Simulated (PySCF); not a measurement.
C3H12AlNSi (SMILES [CH3][Al]([CH3])[CH2][SiH2]N), singlet, at a GFN2-xTB geometry (such geometries of metal compounds can be far from the true shape); PySCF with CASSCF(6,5)/STO-3G.

The PySCF input:
```python
from pyscf import gto, scf, mcscf
import numpy

mol = gto.Mole()
mol.atom = '''
    Si    1.988843    0.375838    0.152855
    N     2.027754   -1.316812   -0.172952
    C     0.432364    1.019711   -0.724800
    Al   -1.248198    0.171590   -0.073609
    C    -1.759869   -1.661928   -0.684455
    C    -2.394218    1.133301    1.246085
    H     1.931117    0.728800    1.588005
    H     3.247912    0.895926   -0.396618
    H     1.152979   -1.817753   -0.164330
    H     2.754667   -1.878314    0.238153
    H     0.570032    0.861217   -1.800705
    H     0.392665    2.105675   -0.577631
    H    -2.809421   -1.701302   -0.997790
    H    -1.655537   -2.424941    0.095366
    H    -1.164508   -2.002878   -1.539137
    H    -2.922237    1.983185    0.799236
    H    -3.162415    0.484458    1.681236
    H    -1.816428    1.544701    2.080850
'''
mol.basis = 'sto-3g'
mol.charge = 0
mol.spin = 0
mol.verbose = 4
mol.build()

mf = scf.RHF(mol)
mf.kernel()
mc = mcscf.CASSCF(mf, 5, 6)
mc.fix_spin_(ss=0.0)
mc.kernel()
occ = numpy.linalg.eigvalsh(mc.fcisolver.make_rdm1(mc.ci, mc.ncas, mc.nelecas))[::-1]
ss = mc.fcisolver.spin_square(mc.ci, mc.ncas, mc.nelecas)[0]
print('natural occupations', occ.round(4), ' <S^2>', round(ss, 4))
```

The log (banner, timings and long lists left out):

```
PySCF version 2.14.0

[INPUT] verbose = 4
[INPUT] num. atoms = 18
[INPUT] num. electrons = 64
[INPUT] charge = 0
[INPUT] spin (= nelec alpha-beta = 2S) = 0
[INPUT] symmetry False subgroup None
[INPUT] Mole.unit = angstrom
[INPUT] Symbol           X                Y                Z      unit          X                Y                Z       unit  Magmom
[...]
nuclear repulsion = 344.933007270227
number of shells = 34
number of NR pGTOs = 150
number of NR cGTOs = 50
basis = sto-3g
ecp = {}

******** <class 'pyscf.scf.hf.RHF'> ********
method = RHF
initial guess = minao
damping factor = 0
level_shift factor = 0
DIIS = <class 'pyscf.scf.diis.CDIIS'>
diis_start_cycle = 1
diis_space = 8
diis_damp = 0
SCF conv_tol = 1e-09
SCF conv_tol_grad = None
SCF max_cycles = 50
direct_scf = True
direct_scf_tol = 1e-13
Set gradient conv threshold to 3.16228e-05
Initial guess from minao.
init E= -697.505318550269
[...]
cycle= 1 E= -697.570317484126  delta_E= -0.065  |g|= 0.417  |ddm|= 4.71
[...]
cycle= 2 E= -697.634130016442  delta_E= -0.0638  |g|= 0.0998  |ddm|= 0.743
[...]
cycle= 3 E= -697.638379518562  delta_E= -0.00425  |g|= 0.0254  |ddm|= 0.179
[...]
cycle= 4 E= -697.638741718438  delta_E= -0.000362  |g|= 0.00364  |ddm|= 0.0671
[...]
cycle= 5 E= -697.63874762214  delta_E= -5.9e-06  |g|= 0.000957  |ddm|= 0.0072
[...]
cycle= 6 E= -697.638748295342  delta_E= -6.73e-07  |g|= 0.000201  |ddm|= 0.00309
[...]
cycle= 7 E= -697.638748329542  delta_E= -3.42e-08  |g|= 3.76e-05  |ddm|= 0.000784
[...]
cycle= 8 E= -697.638748330723  delta_E= -1.18e-09  |g|= 6.27e-06  |ddm|= 0.000148
[...]
cycle= 9 E= -697.638748330753  delta_E= -3.05e-11  |g|= 1.93e-06  |ddm|= 1.74e-05
[...]
Extra cycle  E= -697.638748330754  delta_E= -9.09e-13  |g|= 7.65e-07  |ddm|= 4.2e-06
converged SCF energy = -697.638748330754

******** <class 'pyscf.mcscf.mc1step.CASSCF'> ********
CAS (3e+3e, 5o), ncore = 29, nvir = 16
max_cycle_macro = 50
max_cycle_micro = 4
conv_tol = 1e-07
conv_tol_grad = None
orbital rotation max_stepsize = 0.02
orbital rotation threshold for CI restart = 0.01
augmented hessian ah_max_cycle = 30
augmented hessian ah_conv_tol = 1e-12
augmented hessian ah_linear dependence = 1e-14
augmented hessian ah_level shift = 1e-08
augmented hessian ah_start_tol = 2.5
augmented hessian ah_start_cycle = 3
augmented hessian ah_grad_trust_region = 3
kf_trust_region = 3
kf_interval = 4
ci_response_space = 4
ci_grad_trust_region = 3
with_dep4 0
natorb = False
canonicalization = True
sorting_mo_energy = False
[...]
CASCI E = -697.642957395899  S^2 = 0.0000000
[...]
macro iter  19 ( 17 JK    4 micro), CASSCF E = -697.665381738850  dE =  1.91915814e-05  S^2 = 0.0000000
               |grad[o]|=0.000371  |grad[c]|=0.0311  |ddm|=0.00184  |maxRot[o]|=0.0705
macro iter  20 ( 21 JK    4 micro), CASSCF E = -697.665384338203  dE = -2.59935268e-06  S^2 = 0.0000000
               |grad[o]|=0.000826  |grad[c]|=0.00106  |ddm|=6.66e-05  |maxRot[o]|=0.00808
macro iter  21 (  7 JK    2 micro), CASSCF E = -697.665394871794  dE = -1.05335907e-05  S^2 = 0.0000000
               |grad[o]|=0.000453  |grad[c]|=0.00611  |ddm|=0.000375  |maxRot[o]|=0.036
macro iter  22 (  7 JK    2 micro), CASSCF E = -697.665402556471  dE = -7.68467760e-06  S^2 = 0.0000000
               |grad[o]|=0.000336  |grad[c]|=0.00859  |ddm|=0.000593  |maxRot[o]|=0.0478
macro iter  23 (  7 JK    2 micro), CASSCF E = -697.665404760723  dE = -2.20425136e-06  S^2 = 0.0000000
               |grad[o]|=0.000162  |grad[c]|=0.00206  |ddm|=0.000141  |maxRot[o]|=0.0269
macro iter  24 ( 12 JK    3 micro), CASSCF E = -697.665402167655  dE =  2.59306819e-06  S^2 = 0.0000000
               |grad[o]|=0.000197  |grad[c]|=0.0105  |ddm|=0.000674  |maxRot[o]|=0.0655
macro iter  25 ( 20 JK    4 micro), CASSCF E = -697.665398952387  dE =  3.21526795e-06  S^2 = 0.0000000
               |grad[o]|=0.000757  |grad[c]|=0.00145  |ddm|=5.99e-05  |maxRot[o]|=0.0417
macro iter  26 ( 25 JK    4 micro), CASSCF E = -697.665401122027  dE = -2.16964065e-06  S^2 = 0.0000000
               |grad[o]|=0.000322  |grad[c]|=0.000401  |ddm|=2.93e-05  |maxRot[o]|=0.0258
macro iter  27 (  6 JK    1 micro), CASSCF E = -697.665405039931  dE = -3.91790400e-06  S^2 = 0.0000000
               |grad[o]|=0.000129  |grad[c]|=0.00265  |ddm|=0.000145  |maxRot[o]|=0.0222
macro iter  28 (  6 JK    1 micro), CASSCF E = -697.665406030280  dE = -9.90348440e-07  S^2 = 0.0000000
               |grad[o]|=0.000123  |grad[c]|=0.00123  |ddm|=8.56e-05  |maxRot[o]|=0.0179
macro iter  29 (  6 JK    1 micro), CASSCF E = -697.665406126957  dE = -9.66772404e-08  S^2 = 0.0000000
               |grad[o]|=7.21e-05  |grad[c]|=0.000454  |ddm|=2.16e-05  |maxRot[o]|=0.00532
1-step CASSCF converged in  29 macro (378 JK  82 micro) steps
CASSCF canonicalization
Density matrix diagonal elements [1.97858032 1.979195   1.99834235 0.01584305 0.02803929]
CASSCF energy = -697.665406126957
CASCI E = -697.665406126957  E(CI) = -14.0319488911881  S^2 = 0.0000000
natural occupations [1.9998 1.9813 1.9754 0.0286 0.0147]  <S^2> 0.0
```
